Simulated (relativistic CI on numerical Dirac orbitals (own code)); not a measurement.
Pt+: O2,3 absorption edge

Computed with this model: Dirac-Coulomb-Breit CI, KLI orbitals optimised for each configuration, model QED, valence Slater integrals scaled by 0.9, multiplet model of core-to-valence dipole absorption; configurations [Xe] 4f14 5d9 → [Kr] 4d10 4f14 5s2 5p5 5d10; 10 K; Lorentzian 0.6 eV and Gaussian 0.3 eV FWHM. Energies are those of the free ion, without screening or charge transfer. The branching ratio is the share of the lower-energy edge in the whole absorption, uncertain by about 0.02 where the edges overlap. S is read from ⟨S²⟩ = S(S + 1).

Field parameters in Wybourne normalisation: Oh B⁴₀ = 21Dq, B⁴₄ = √(5/14) B⁴₀. The field is a parameter set, without covalency.

Computed curve for Oh, 10Dq = 9100 cm⁻¹, scaled to 100 at the maximum (points under 2 are left out and the grid is thinned):

Energy (eV), Intensity and a bar:
```
     50.4        2.1 
     50.5        2.3 
     50.6        2.6 
     50.7        2.8 
     50.8        3.1 
     50.9        3.5 
     51.0        4.0 #
     51.1        4.5 #
     51.2        5.2 #
     51.3        6.0 #
     51.4        7.0 #
     51.5        8.2 ##
     51.6        9.9 ##
     51.7       12.1 ###
     51.8       15.1 ####
     51.9       19.2 #####
     52.0       25.1 #######
     52.1       33.5 ##########
     52.2       45.5 #############
     52.3       61.3 ##################
     52.4       79.3 ########################
     52.5       94.3 ############################
     52.6      100.0 ##############################
     52.7       93.5 ############################
     52.8       78.0 #######################
     52.9       60.1 ##################
     53.0       44.5 #############
     53.1       32.8 #########
     53.2       24.6 #######
     53.3       18.8 #####
     53.4       14.8 ####
     53.5       11.9 ###
     53.6        9.8 ##
     53.7        8.1 ##
     53.8        6.9 #
     53.9        5.9 #
     54.0        5.1 #
     54.1        4.5 #
     54.2        3.9 #
     54.3        3.5 
     54.4        3.1 
     54.5        2.8 
     54.6        2.5 
     54.7        2.3 
     54.8        2.1 
     66.8        2.5 
     66.9        3.3 
     67.0        4.5 #
     67.1        5.9 #
     67.2        7.1 ##
     67.3        7.8 ##
     67.4        7.5 ##
     67.5        6.5 #
     67.6        5.1 #
     67.7        3.8 #
     67.8        2.8 
     67.9        2.1
```

The ground state has S = 0.50, and the centroid lies at 53.66 eV.
